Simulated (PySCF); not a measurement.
# Ionisation energy of Zn³⁺ by level of theory

Zn³⁺ [Ar] 3d9 [3d3/2^4 3d5/2^5, M_J = 5/2] → Zn⁴⁺ [Ar] 3d8 [3d3/2^4 3d5/2^4, M_J = 4], as a difference of total energies. All numbers are calculated (PySCF 2.14, the two-component X2C-1e Hamiltonian, in x2c-QZVPPall-2c (11s9p6d4f2g, 114 functions)). Correlated levels: [Ne] frozen; the 8 highest virtual spinors dropped. "Screened" scales the spin-orbit matrix elements by Boettger's factors to mimic the two-electron term; Breit and QED terms are absent.

Task: Order these methods by the ionisation energy they give, lowest first.
A. GHF (spin-free)
B. GMP2 (spin-free)
C. GHF (screened spin-orbit)
D. GMP2 (screened spin-orbit)

Result: C (57.026 eV), A (57.120 eV), D (59.857 eV), B (59.952 eV).

Errors of the correlated levels include the incompleteness of this basis and the frozen core.

The labels give the starting determinants; with spin-orbit coupling the two ends relaxed to ⟨J²⟩ = 8.75, ⟨L²⟩ = 6.00, ⟨S²⟩ = 0.75 and ⟨J²⟩ = 20.00, ⟨L²⟩ = 12.02, ⟨S²⟩ = 2.00.

For comparison: 59.573 ± 0.019 eV (measured; NIST Atomic Spectra Database, ionization energies).
